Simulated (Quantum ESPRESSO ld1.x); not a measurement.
Task: Radial electron density D(r) = 4 pi r^2 rho(r) of an atom or ion with 34 electrons. Method: Dirac Kohn-Sham, LDA (Slater exchange, Perdew-Zunger correlation), spin-unpolarised, spherical densities, point nucleus; computed with ld1.x of Quantum ESPRESSO 7.5.

r (bohr)  D(r) (e/bohr)
0.002335          7.155
0.002654          8.783
0.002992          10.60
0.003373          12.74
0.003834          15.42
0.004323          18.33
0.004913          21.89
0.00554           25.66
0.006296          30.13
0.007099          34.70
0.008068          39.90
0.009097          44.93
0.01026           49.95
0.01166           55.06
0.01314           59.34
0.01494           63.06
0.01684           65.49
0.01914           66.74
0.02158           66.59
0.02453           65.14
0.02766           62.93
0.03118           60.49
0.03544           58.43
0.03996           57.83
0.04542           59.33
0.05121           62.97
0.0582            68.85
0.06562           75.16
0.07458           81.00
0.08409           83.94
0.09482           83.20
0.1078            78.23
0.1215            70.89
0.1381            62.85
0.1557            57.86
0.177             57.15
0.1995            60.53
0.2268            65.74
0.2557            68.48
0.2883            66.22
0.3276            57.53
0.3694            45.45
0.4199            32.27
0.4734            22.82
0.538             17.15
0.6066            14.88
0.6895            13.41
0.7774            11.32
0.8765            8.325
0.9962            4.949
1.123             2.483
1.277            0.9379
1.439            0.2948
1.636           0.06434
1.844           0.01145
2.096          0.001274
2.364         0.0001120

What is the nuclear charge?

Result: Z = 51. The innermost maximum, from 1s, lies near gamma/Z bohr with gamma = sqrt(1 - (Z/c)^2) = 0.928, here 0.0182 bohr (found: 0.0201), and its height grows with Z. The density is that of the antimony ion Sb17+ in [Ar] 3d10 4s2 4p4; the configuration itself is not fixed sharply by these data, and Z only to a few units. D(r) has 3 maxima, at r = 0.0201, 0.0875, 0.260 bohr, and minima at 0.0393, 0.169 bohr, inside which lie 2.04, 11.11 electrons.
